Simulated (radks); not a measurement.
The numbers below are computed, except where a source is named.
Q: The mean radii <r> (bohr) of the occupied orbitals of an atom or ion are listed with their occupations. Code: a radial shooting solver on a logarithmic mesh with Libxc functionals. Model: scalar-relativistic Kohn-Sham, BLYP, spin-unpolarised, spherical densities, finite nucleus; Fermi nuclear charge, rms radius of each element as measured or else 0.836 A^(1/3) + 0.57 fm.

orbital  occ.      <r>
1s          2  0.03185
2s          2   0.1383
2p          6   0.1206
3s          2   0.3794
3p          6   0.3788
3d         10   0.3577
4s          2   0.9415
4p          6    1.033
4d          8    1.405
5s          1    2.785

Name the element and its charge.

A: Z = 46, palladium, charge +1: Pd+ in [Kr] 4d8 5s1. The 1s radius gives Z: for a bare nucleus <r> = (2 gamma + 1)/(2Z) with gamma = sqrt(1 - (Z/c)^2), 0.03135 bohr for Z = 46, and screening makes it slightly larger (0.03185 here). The occupations add up to 45, and the charge is Z minus that.
